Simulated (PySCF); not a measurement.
Isomers of C7H14O, from PBE0-D3(BJ)/def2-SVP geometry optimisation, gas phase in PySCF 2.14.0. One conformer each, no zero-point energy, no frequencies.

Question: Which is lower in electronic energy at this level?
A. `CC(C)(C)C1COC1`: A = 3288, B = 1500, C = 1378 MHz, dipole 2.06 D
B. `[CH3:1][CH2:2][C:3]([CH3:4])([CH3:5])[C:6]([CH3:7])=[O:8]` with C1–C2–C3–C4 -63°, C2–C3–C6–C7 69°: A = 2140, B = 1786, C = 1606 MHz, dipole 2.65 D

Answer: B. That is 3,3-dimethyl-2-pentanone (`CCC(C)(C)C(C)=O`), 26.5 kcal/mol below the other.

```
         SMILES                                              mapped SMILES      E (Eh)  relative (kcal/mol)  relative (kJ/mol)  dipole (D)
CCC(C)(C)C(C)=O  [CH3:1][CH2:2][C:3]([CH3:4])([CH3:5])[C:6]([CH3:7])=[O:8]  -349.75333                  0.0                0.0        2.65
 CC(C)(C)C1COC1  [CH3:1][C:2]([CH3:3])([CH3:4])[CH:5]1[CH2:6][O:7][CH2:8]1  -349.71111                 26.5              110.9        2.06
```

As drawn, the lower has a C=O bond, which the higher lacks; the higher has a four-membered ring, which the lower lacks.
